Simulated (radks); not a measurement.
Polarisability of neutral palladium, [Kr] 4d10, at imaginary frequency. Method: non-relativistic Kohn-Sham, exchange-only LDA, spin-polarised, spherical densities, point nucleus; relativity is left out, which matters for an element this heavy; computed with a radial shooting solver on a logarithmic mesh with Libxc functionals. Response by self-consistent Sternheimer equations with the Hartree and adiabatic exchange-only LDA kernel.

| w (hartree) | alpha1(iw) (bohr^3) | alpha2(iw) (bohr^5) |
|---|---|---|
| 0.00266 | 33.08 | 641.2 |
| 0.0143 | 32.90 | 595.6 |
| 0.0360 | 31.93 | 448.7 |
| 0.0697 | 29.37 | 302.7 |
| 0.118 | 25.11 | 217.3 |
| 0.186 | 20.17 | 163.2 |
| 0.280 | 15.58 | 121.4 |
| 0.413 | 11.70 | 86.91 |
| 0.605 | 8.485 | 59.04 |
| 0.892 | 5.848 | 37.58 |
| 1.35 | 3.725 | 21.99 |
| 2.12 | 2.094 | 11.46 |
| 3.59 | 0.9663 | 4.983 |
| 6.94 | 0.3318 | 1.584 |
| 17.5 | 0.07338 | 0.2765 |

Static values: alpha1 = 33.09 bohr^3 (4.903 angstrom^3; uncoupled 53.75), alpha2 = 643.1 bohr^5, alpha3 = 8185 bohr^7. C6 = 237.8, C8 = 11660, triple-dipole C9 = 4998 atomic units. One-pole (London) frequency 4 C6 / (3 alpha1^2) = 0.290 hartree, against 0.119 for minus the highest occupied eigenvalue. The dipole shielding factor is 1.000, as the force sum rule N/Z = 1.000 demands. Recommended static value: 26.14 bohr^3 (Schwerdtfeger and Nagle, 2023 table).
